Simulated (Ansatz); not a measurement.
Ge(tBu)Me3 (C7H18Ge). The state is a singlet with charge 0. Geometry PBE-D4/def2-SVP, basis def2-TZVP, Ansatz.

```
run  HOMO (eV)  LUMO (eV)
  A      -6.18       0.54
  B      -5.98      -0.09
  C      -8.43       1.44
  D      -7.12       0.69
  E      -9.27       2.06
```

Q: The runs used CAM-B3LYP, PBE, PBE0, r2SCAN, ωB97M-V. Estimate which is which.

A: A r2SCAN (0 % exact exchange); B PBE (0 % exact exchange); C CAM-B3LYP (range-separated); D PBE0 (25 % exact exchange); E ωB97M-V (range-separated). Exact exchange lowers occupied and raises empty levels; among semilocal functionals meta-GGAs tend to open the gap a little, and such runs are hard to tell apart. The gap grows from 5.89 eV (PBE) to 11.33 eV (ωB97M-V).
